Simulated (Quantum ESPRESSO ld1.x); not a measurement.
The numbers below are computed, except where a source is named.
The mean radii <r> (bohr) of the occupied orbitals of an atom or ion are listed with their occupations. Level of theory: non-relativistic Kohn-Sham, LDA (Slater exchange, Perdew-Wang correlation), spin-polarised, spherical densities, point nucleus (ld1.x of Quantum ESPRESSO 7.5).

orbital  occ.     <r>
1s up       1  0.1590
1s down     1  0.1587
2s up       1  0.8288
2s down     1  0.8433
2p up       3  0.8015
2p down     1  0.8276

Name the element and its charge. Open shells, if any, are filled with parallel spins first.

Answer. Z = 10, neon, charge +2: Ne2+ in [He] 2s2 2p4. The 1s radius gives Z: for a bare nucleus <r> = 1.5/Z, 0.15 bohr for Z = 10, and screening makes it slightly larger (0.1590 here). The occupations add up to 8, and the charge is Z minus that.
